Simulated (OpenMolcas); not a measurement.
# Rb I: effect of correlating more closed shells

```json
{
  "Program": "OpenMolcas",
  "Basis": "ANO-RCC-VTZP [7s6p3d1f]",
  "Scalar Hamiltonian": "DKH2, point nucleus",
  "Active space": "1 electron in 4 orbitals (5s 5p)",
  "State averaging": "2S+1 = 2 even, 1 root; 2S+1 = 2 odd, 3 roots",
  "Spin-orbit coupling": "state interaction with AMFI integrals over the reference wave functions, term energies averaged over their components"
}
```

Methods on the same reference wave functions:
A. CASSCF
B. SS-CASPT2, IPEA 0.25 Eh, imaginary shift 0.1 Eh (closed shells correlated: 4s 4p)
C. SS-CASPT2, IPEA 0.25 Eh, imaginary shift 0.1 Eh (closed shells correlated: 3d 4s 4p)

Energies in cm-1 above 5s 2S 1/2, the measured ground level; measured values from NIST Handbook of Basic Atomic Spectroscopic Data.

```json
{"Level": "5s 2S 1/2", "A": "0.0", "B": "0.0", "C": "0.0", "Measured": "0.0"}
{"Level": "5p 2P* 1/2", "A": "10737", "B": "12521", "C": "12543", "Measured": "12579"}
{"Level": "5p 2P* 3/2", "A": "10874", "B": "12659", "C": "12681", "Measured": "12817"}
```

Deviations, from unrounded energies. A percentage is the sum of absolute deviations over the sum of measured energies, with the sign that they share, or ± where signs differ.

```tsv
Against measurement	Levels	A	B	C
mean absolute deviation (cm-1)	2	1900	110	86
other configurations (%)	2	-14.9	-0.9	-0.7
```

C lies closest to measurement on these levels and A furthest from it. The largest miss of C in the table is 5p 2P* 3/2, by -140 cm-1. The ranking rests on the paired levels alone, and a cruder setting can come out closer through cancelling errors.

Between B and C the level of the table that moves most is 5p 2P* 1/2, by 22 cm-1 (lowest in B, highest in C).

The lowest spin-free term lies below A's lowest term by 0.183 hartree in B, 0.234 hartree in C.

What an inner shell adds also hangs on whether the basis holds functions to correlate it.

ANO sets are built for ground and valence states and can reach diffuse excited orbitals poorly. With one active electron the reference holds no correlation, so core polarisation is missing (holds for A). With one active electron, CASPT2 adds the correlation within the correlated inactive shells and between them and that electron, and leaves the splitting within a term as the reference gives it (holds for B; C). Computed and measured levels are paired by configuration, term and J; levels that our copy of the source lacks, or whose pairing is in doubt (as where it misses far off the trend of its configuration), stay unpaired and out of the deviations. Levels of configurations outside the active space are missing.

* marks odd parity.
